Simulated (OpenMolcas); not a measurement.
Kr²⁺: effect of the basis set

```yaml
Program: OpenMolcas 26.06
Method: CASSCF
Active_space: 4 electrons in 3 orbitals (4p)
State_averaging: 2S+1 = 3 even, 3 roots; 2S+1 = 1 even, 6 roots
Spin-orbit_coupling: state interaction with AMFI integrals over the reference wave functions, term energies averaged over their components
```

A. ANO-RCC-VDZP [5s4p2d], DKH2, point nucleus; cost of the order of 1.7 core-seconds
B. ANO-R1 [5s4p3d1f], X2C, finite nucleus; cost about 2.5 core-seconds
C. ANO-RCC-VTZP [6s5p3d1f], DKH2, point nucleus; cost of the order of 2.5 core-seconds
D. ANO-RCC-VQZP [7s6p4d2f1g], DKH2, point nucleus; cost of the order of 1.8 core-seconds
E. ANO-R2 [6s5p4d3f1g], X2C, finite nucleus; cost of the order of 4 core-seconds
F. ANO-R3 [7s6p5d4f2g1h], X2C, finite nucleus; cost roughly 4 core-seconds

Energies in cm⁻¹ above 4s² 4p⁴ ³P₂, the measured ground level; measured values from Saloman, J. Phys. Chem. Ref. Data 36, 215 (2007).

```json
{"Level": "4s² 4p⁴ ³P₂", "A": "0.0", "B": "0.0", "C": "0.0", "D": "0.0", "E": "0.0", "F": "0.0", "Measured": "0.0"}
{"Level": "4s² 4p⁴ ³P₁", "A": "4270", "B": "4365", "C": "4079", "D": "4117", "E": "4069", "F": "4115", "Measured": "4548"}
{"Level": "4s² 4p⁴ ³P₀", "A": "5292", "B": "5386", "C": "5101", "D": "5136", "E": "5086", "F": "5135", "Measured": "5313"}
{"Level": "4s² 4p⁴ ¹D₂", "A": "17074", "B": "17099", "C": "17078", "D": "17088", "E": "17055", "F": "17092", "Measured": "14644"}
{"Level": "4s² 4p⁴ ¹S₀", "A": "38867", "B": "38853", "C": "39040", "D": "39024", "E": "38987", "F": "39039", "Measured": "33080"}
```

Deviations, from unrounded energies. A percentage is the sum of absolute deviations over the sum of measured energies, with the sign that they share, or ± where signs differ.

```
                        Against measurement  Levels      A      B      C      D      E      F
             mean absolute deviation (cm-1)       4   2100   2100   2300   2200   2300   2300
      fine structure of the ground term (%)       2   -3.0   ±2.6   -6.9   -6.2   -7.2   -6.2
other terms of the ground configuration (%)       2  +17.2  +17.2  +17.6  +17.6  +17.4  +17.6
```

A, B lie about equally close to measurement and C furthest from it. The largest miss of B in the table is 4s² 4p⁴ ¹S₀, by +5800 cm-1. The ranking rests on the paired levels alone, and a cruder setting can come out closer through cancelling errors.

Among A to F the level of the table that moves most is 4s² 4p⁴ ³P₀, by 300 cm-1 (lowest in E, highest in B).

With the s shell closed, the reference lacks s² → p² mixing. Measured partners are found by configuration, term and J. A level has none where our copy of the source lacks it or the pairing is in doubt (some pairs that miss far off the trend of their configuration count as doubtful), and it then counts in no deviation. Levels of configurations outside the active space are missing.
